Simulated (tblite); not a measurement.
C5H8BFO3.
Bonds: C1–O2, O2–C3, C3–C4 (double), C4–F5, C4–C6, C6–C7, C6–O8 (double), O8–B9, B9–O10, C3–O10. Hydrogens: H11, H12, H13 on C1; H14, H15, H16 on C7; H17, H18 on B9.
Bond orders are those of one Lewis drawing.

Computed with GFN2-xTB (tblite), gas phase: L-BFGS steps from a force-field or distance-geometry start until the largest atomic force falls under 0.01 eV/Å.

Geometry at step 5:
```
atom  x, y, z in Å
C1      3.0689   -0.8432    0.6790
O2      1.6887   -1.1929    0.6272
C3      0.7750   -0.3215    0.2224
C4     -0.5681   -0.7419    0.1972
F5     -0.8756   -2.0029    0.5932
C6     -1.5660    0.0900   -0.2984
C7     -2.9625   -0.4007   -0.4984
O8     -1.3292    1.2958   -0.6223
B9      0.0085    1.9711   -0.4071
O10     1.1279    0.8390   -0.1578
H11     3.6208   -1.7056    1.0551
H12     3.4474   -0.5968   -0.3101
H13     3.2375   -0.0067    1.3551
H14    -2.9732   -1.2088   -1.2203
H15    -3.6093    0.3934   -0.8579
H16    -3.3639   -0.7850    0.4322
H17    -0.0399    2.6414    0.5788
H18     0.3041    2.5816   -1.3797
```

Problem. What forces act on the atoms?

Solution. 
```
atom  Fx (eV/Å)  Fy (eV/Å)  Fz (eV/Å)
  C1     -0.020      0.080     -0.011
  O2     -0.059     -0.265      0.050
  C3      0.361      0.400     -0.055
  C4     -0.032      0.160     -0.015
  F5     -0.046     -0.219      0.014
  C6      0.126      0.031      0.013
  C7     -0.136     -0.073      0.024
  O8      0.146      0.299     -0.095
  B9      0.218     -0.129      0.051
 O10     -0.292      0.069      0.092
 H11     -0.311     -0.089     -0.014
 H12     -0.050      0.143     -0.146
 H13     -0.096      0.177     -0.020
 H14      0.047     -0.181     -0.083
 H15      0.118      0.139     -0.003
 H16      0.007     -0.104      0.161
 H17     -0.014     -0.178      0.035
 H18      0.033     -0.261      0.002
```

The largest, 0.54 eV/Å, acts on C3; the rms over all components is 0.148 eV/Å. The forces sum to zero within rounding, as they must for an isolated molecule in no field.

Problem. Give the force on C3 in Eh/bohr and in nN.

Solution. 0.542 eV/Å ÷ 51.422 = 0.01053 Eh/bohr, and 0.542 eV/Å × 1.602 = 0.87 nN.

Problem. How far is this geometry from the end of the optimisation?

Solution. 0.071 eV above it, and 0.079 Å rms away after alignment. The bonds farthest from their final lengths, with half the difference of the two atoms' forces along the bond (positive lengthens):

```json
{"bond": "B9–O10", "now (Å)": "1.611", "final (Å)": "1.560", "force along bond (eV/Å)": "-0.24"}
{"bond": "O8–B9", "now (Å)": "1.514", "final (Å)": "1.523", "force along bond (eV/Å)": "-0.05"}
{"bond": "C3–O10", "now (Å)": "1.271", "final (Å)": "1.265", "force along bond (eV/Å)": "-0.26"}
{"bond": "C4–F5", "now (Å)": "1.357", "final (Å)": "1.363", "force along bond (eV/Å)": "+0.18"}
{"bond": "C7–H14", "now (Å)": "1.084", "final (Å)": "1.089", "force along bond (eV/Å)": "+0.08"}
{"bond": "C7–H16", "now (Å)": "1.084", "final (Å)": "1.088", "force along bond (eV/Å)": "+0.04"}
```

The angle farthest from its final value is C1–O2–C3, 121.2° against 116.9°.

The cost below is that of the whole relaxation. Time: 0.24 s of wall time. Hardware: Arm Neoverse V2, one thread, shared host with 96 logical CPUs at a one-minute load of 15.
